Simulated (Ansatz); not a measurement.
Species: sum formula H2PO, charge 1, multiplicity 1. It need not be the lowest isomer of its formula. 
Coordinates optimised at B3LYP-D3(BJ)/def2-TZVP (Ansatz, a program for electronic structure):
SMILES: O=[PH2+]
```xyz
4

P      0.0572     0.0107    -0.3975
O     -0.1484    -0.0277     1.0308
H      1.2923     0.3854    -0.9699
H     -0.9635    -0.3240    -1.3138
```
Charge +1, spin multiplicity 1.

Basis-set convergence of Hartree-Fock and MP2 correlation energies (hartree) with Ansatz. Valence correlation only, unless marked. No spin-orbit coupling. No relativistic terms.

The Hartree-Fock reference is unstable (checked in the largest basis), which strains HF and MP2. 

```csv
basis,functions,E(HF),"E(corr, MP2)"
def2-SVP,42,-416.23182,-0.30771
def2-TZVPP,101,-416.46542,-0.37985
def2-QZVPP,187,-416.47975,-0.40859
```

Extrapolating the two largest sets (X = 3 and 4) as X^-3: E(corr) = (64·(-0.40859) - 27·(-0.37985))/37 = -0.4296 Eh, an estimate of the basis-set limit. The largest set recovers 95.1 % of it, the smallest 71.6 %.
